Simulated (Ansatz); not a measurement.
Mo(S)2(SH)2 (H2MoS4), SMILES [S]=[Mo](=[S])([SH])[SH], multiplicity 1.

The structure is a stationary point at B3LYP-D3(BJ)/def2-SVP. The spin state was assumed, not searched. The structure was generated by enumeration; whether it is a known compound was not checked. The def2 effective core potentials stand for the cores of Mo; spin–orbit coupling is left out. The values are those of a single conformer.

Two levels are set side by side: PBE/def2-SVPD (Ansatz, a first-principles code) and CAM-B3LYP/def2-SVPD (Ansatz). Energy differences of separate SCF runs at the same geometry; the states with an electron removed or added have multiplicity 2 and 2. Differences are taken from unrounded values.

```tsv
quantity	CAM-B3LYP	PBE	PBE minus CAM-B3LYP
vertical ionisation energy (eV)	9.38	8.97	-0.41
vertical electron affinity (eV)	2.47	1.93	-0.53
vertical singlet–triplet gap (eV)	1.87	2.15	0.28
```
